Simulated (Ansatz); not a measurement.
Cartesian coordinates in Å:
```
C -0.402 1.984 1.243
C -0.185 1.520 0.016
Si 0.842 0.046 -0.385
O 1.928 0.468 -1.516
Cl 1.778 -0.614 1.333
O -0.024 -1.199 -0.979
C -0.986 -1.939 -0.259
H -1.038 2.845 1.427
H 0.055 1.525 2.114
H -0.666 2.024 -0.822
H 2.430 -0.232 -1.937
H -1.777 -1.290 0.130
H -1.431 -2.665 -0.941
H -0.525 -2.473 0.577
```

Total charge 0; spin multiplicity 1.

(1) List the PBE/def2-TZVPP orbital energies in eV (the Gaussian-basis code of Ansatz). (Best estimate.)

Answers

(1) The calculation gave: Occupied: -2738.67, -1780.93, -510.49, -510.47, -270.25, -269.34, -269.01, -249.27, -189.94, -189.80, -189.80, -138.46, -95.25, -95.20, -95.15, -25.72, -25.14, -20.31, -19.07, -17.13, -14.73, -13.50, -12.53, -11.75, -11.20, -11.09, -10.37, -10.22, -8.97, -8.43, -8.15, -7.95, -7.59, -7.32, -7.22, -6.85. Lowest empty: -1.71, 0.08, 0.55, 1.09, 1.45, 1.52, 1.81, 2.04.
